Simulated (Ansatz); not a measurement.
Geometry optimisation, RKS PBE-D4/def2-SVP (Ansatz).

Input file:

```yaml
crystal:
  periodic: [false, false, false]
  atoms:
    - { symbol: Hf, position_ang: [0.358892, -0.515873, -0.441548] }
    - { symbol: Cl, position_ang: [-0.086258, 0.114688, 3.204494] }
    - { symbol: Cl, position_ang: [2.097282, 0.288949, -1.806691] }
    - { symbol: F, position_ang: [-0.529908, 1.027711, 0.24653] }
    - { symbol: Cl, position_ang: [-1.197516, -1.737483, -1.710398] }
    - { symbol: "N", position_ang: [1.277776, -1.96226, 0.867643] }
    - { symbol: H, position_ang: [0.891116, -2.901051, 1.025618] }
    - { symbol: H, position_ang: [2.262226, -1.946344, 1.153614] }
    - { symbol: H, position_ang: [0.558689, -0.971837, 2.752836] }
basis:
  gaussian: { orbitals: def2-SVP }
hamiltonian:
  xc: pbe
  dispersion: d4
relax:
  f_tol: 0.03
  max_steps: 50
output:
  orbitals: {}
```

Run as:

```bash
$ ansatz run input.yaml --threads 4 --pin off --max-ram 5120MiB --backend cpu --events-out ev --progress --plain --runs-dir out
```

Task: Where does it end, and by what steps?

Result: The forces met the threshold. The force dipped under the threshold on the way, but the program's further checks kept it going. After 33 steps the energy has fallen by 2.230 eV; H9 moved furthest, 1.78 Å. Parted: Cl2–H9 (1.34 → 3.21 Å). Joined: Hf1–Cl2 (3.73 → 2.38 Å), N6–H9 (2.25 → 1.03 Å).

```json
{"step": "0", "energy less start (eV)": "0.0000", "largest force component (eV/Å)": "1.262", "accepted": "yes"}
{"step": "2", "energy less start (eV)": "-0.2316", "largest force component (eV/Å)": "0.301", "accepted": "yes"}
{"step": "4", "energy less start (eV)": "-0.2678", "largest force component (eV/Å)": "0.159", "accepted": "yes"}
{"step": "6", "energy less start (eV)": "-0.2699", "largest force component (eV/Å)": "0.258", "accepted": "no"}
{"step": "8", "energy less start (eV)": "-0.2812", "largest force component (eV/Å)": "0.065", "accepted": "yes"}
{"step": "10", "energy less start (eV)": "-0.3004", "largest force component (eV/Å)": "0.392", "accepted": "yes"}
{"step": "12", "energy less start (eV)": "-0.3562", "largest force component (eV/Å)": "0.359", "accepted": "yes"}
{"step": "14", "energy less start (eV)": "-0.4135", "largest force component (eV/Å)": "0.268", "accepted": "yes"}
{"step": "16", "energy less start (eV)": "-0.4929", "largest force component (eV/Å)": "0.252", "accepted": "yes"}
{"step": "18", "energy less start (eV)": "-0.7293", "largest force component (eV/Å)": "1.916", "accepted": "yes"}
{"step": "20", "energy less start (eV)": "-1.5792", "largest force component (eV/Å)": "1.747", "accepted": "yes"}
{"step": "22", "energy less start (eV)": "-1.9383", "largest force component (eV/Å)": "0.668", "accepted": "yes"}
{"step": "24", "energy less start (eV)": "-1.9917", "largest force component (eV/Å)": "0.160", "accepted": "yes"}
{"step": "26", "energy less start (eV)": "-2.0317", "largest force component (eV/Å)": "0.320", "accepted": "yes"}
{"step": "28", "energy less start (eV)": "-2.1001", "largest force component (eV/Å)": "0.699", "accepted": "yes"}
{"step": "30", "energy less start (eV)": "-2.2111", "largest force component (eV/Å)": "0.225", "accepted": "yes"}
{"step": "32", "energy less start (eV)": "-2.2291", "largest force component (eV/Å)": "0.069", "accepted": "yes"}
{"step": "33", "energy less start (eV)": "-2.2297", "largest force component (eV/Å)": "0.006", "accepted": "yes"}
```

```xyz
9
Properties=species:S:1:pos:R:3
Hf 0.083 -0.092 0.129
Cl -0.066 0.584 2.403
Cl 2.166 0.189 -0.980
F -0.849 1.383 -0.658
Cl -1.352 -1.835 -0.614
N 1.269 -1.978 1.132
H 1.561 -2.677 0.433
H 2.125 -1.691 1.627
H 0.694 -2.485 1.821
```

Whether the end is a true minimum wasn't checked by a vibrational analysis.

Run time: 74 s on 4 threads of Arm Neoverse V1, with other jobs on the host, peak memory 0.21 GiB.
